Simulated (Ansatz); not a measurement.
The lowest singlet and triplet of NH (SMILES [NH]); geometries from B3LYP-D3(BJ)/def2-TZVP, each state relaxed from the structure named, with no frequency check, low spin by broken symmetry.
Singlet (charge 0, multiplicity 1):
```xyz
2

N      0.000     0.000    -0.130
H      0.000     0.000     0.911
```

A positive gap puts the triplet lower; no zero-point energy. R- takes a restricted singlet, here one determinant of a half-filled degenerate or near-degenerate pair, which mixes singlet states. U- takes an unrestricted singlet (broken symmetry where lower, unprojected). The triplet is unrestricted in single-reference levels. Active spaces average the two states.

Frozen-core correlation.

Codes used: Ansatz (a program for electronic structure) with Gaussian orbitals. Values without a source in brackets are computed.

Task: One of these levels gives 2.010 eV for the gap E(singlet) − E(triplet), vertical, at the singlet's geometry. Which one is it?
(A) U-wB97M-V/def2-TZVPP (spin-contaminated)
(B) R-SVWN5/def2-TZVPP
(C) U-B3LYP/def2-TZVPP (spin-contaminated)
(D) SA-CASSCF(6,5)/cc-pVDZ

Result: D, SA-CASSCF(6,5)/cc-pVDZ. The others give 2.257 (R-SVWN5/def2-TZVPP), 0.547 (U-B3LYP/def2-TZVPP (spin-contaminated)), 0.787 (U-wB97M-V/def2-TZVPP (spin-contaminated))

Doubts at one or more of the structures used: a restricted determinant that unrestricted orbitals would lower (R-SVWN5/def2-TZVPP).
